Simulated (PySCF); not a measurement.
**Two-component Hartree-Fock for Ba²⁸⁺ (barium, charge +28)**

Start: [Ar] 3d10. Calculated with PySCF 2.14 in an uncontracted even-tempered set (16 s from 4.3 bohr⁻², ratio 2.8; 13 p from 5.6 bohr⁻², ratio 2.8; 8 d from 5.6 bohr⁻², ratio 2.8; 3 f from 24 bohr⁻², ratio 3): generalised Hartree-Fock with the X2C-1e Hamiltonian and a Gaussian nucleus; one run each with spin-orbit coupling (SO) switched off, then screened by Boettger's factors.

```json
{"spinor shell": "1s1/2", "electrons": "2", "ε, spin-free (eV)": "-38597.8", "ε, screened SO (eV)": "-38593.6", "weight of nominal j (screened SO)": "1.000", "rms radius, screened SO (bohr)": "0.0292"}
{"spinor shell": "2s1/2", "electrons": "2", "ε, spin-free (eV)": "-6995.9", "ε, screened SO (eV)": "-6994.7", "weight of nominal j (screened SO)": "1.000", "rms radius, screened SO (bohr)": "0.119"}
{"spinor shell": "2p1/2", "electrons": "2", "ε, spin-free (eV)": "-6368.4", "ε, screened SO (eV)": "-6636.4", "weight of nominal j (screened SO)": "1.000", "rms radius, screened SO (bohr)": "0.102"}
{"spinor shell": "2p3/2", "electrons": "4", "ε, spin-free (eV)": "-6368.4", "ε, screened SO (eV)": "-6249.5", "weight of nominal j (screened SO)": "1.000", "rms radius, screened SO (bohr)": "0.108"}
{"spinor shell": "3s1/2", "electrons": "2", "ε, spin-free (eV)": "-2203.6", "ε, screened SO (eV)": "-2203.3", "weight of nominal j (screened SO)": "1.000", "rms radius, screened SO (bohr)": "0.306"}
{"spinor shell": "3p1/2", "electrons": "2", "ε, spin-free (eV)": "-1997.7", "ε, screened SO (eV)": "-2053.0", "weight of nominal j (screened SO)": "1.000", "rms radius, screened SO (bohr)": "0.297"}
{"spinor shell": "3d3/2", "electrons": "4", "ε, spin-free (eV)": "-1706.5", "ε, screened SO (eV)": "-1716.6", "weight of nominal j (screened SO)": "1.000", "rms radius, screened SO (bohr)": "0.278"}
{"spinor shell": "3d5/2", "electrons": "6", "ε, spin-free (eV)": "-1706.5", "ε, screened SO (eV)": "-1699.6", "weight of nominal j (screened SO)": "1.000", "rms radius, screened SO (bohr)": "0.281"}
```

Question: Where does 3p3/2 lie, and what is the 3p spin-orbit splitting (screened SO)?

Answer: At -1973.1 eV, 79.922 eV above 3p1/2.

| quantity | spin-free | screened SO |
| --- | --- | --- |
| E (hartree) | -7732.45501 | -7735.43943 |
| M_J | 0 | 0 |
| ⟨J²⟩ | 0.000 | 0.000 |
| ⟨L²⟩ | 0.000 | 0.018 |
| ⟨S²⟩ | 0.000 | 0.018 |

Breit and QED terms are absent; they matter most for the inner s and p1/2 levels.

Densities and radii are taken from the X2C orbitals without a picture-change correction, which distorts them close to the nucleus.

Without spin-orbit coupling the j labels of p, d and f shells carry no meaning; the spin-free column gives the mean over the occupied spinors of each nl shell.
